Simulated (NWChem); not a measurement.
Species: C₃H₅FSi; SMILES C([SiH2]F)C#C

```xyz
10

C      0.6861    -2.5452     0.2336
C     -0.0410    -1.6379    -0.1068
C     -0.8831    -0.5184    -0.4831
Si    -0.3312     1.1094     0.2881
F      1.1042     1.5396    -0.3399
H      1.3276    -3.3552     0.5273
H     -1.9290    -0.6927    -0.1704
H     -0.9032    -0.3912    -1.5800
H     -1.3161     2.1733    -0.0585
H     -0.1757     0.9703     1.7604
```
Atoms are numbered in this order, from 1.

Geometry: optimised at PBE0/def2-SVP.

Problem. Give the principal values of the shielding tensors (ppm) of C1, C2, C3, Si4, F5 from KT2/pcSseg-1, GIAO (NWChem), with their diamagnetic and paramagnetic parts as GIAO splits them.

Solution. 
| atom | σ11 | σ22 | σ33 | isotropic | diamagnetic | paramagnetic |
|---|---|---|---|---|---|---|
| C1 | 44.8 | 50.5 | 256.9 | 117.4 | 257.5 | -140.1 |
| C2 | 16.7 | 24.7 | 291.5 | 111.0 | 257.8 | -146.8 |
| C3 | 161.9 | 172.6 | 186.5 | 173.7 | 257.7 | -84.1 |
| Si4 | 299.3 | 338.8 | 420.2 | 352.8 | 881.2 | -528.5 |
| F5 | 356.7 | 380.1 | 414.5 | 383.8 | 473.8 | -90.0 |
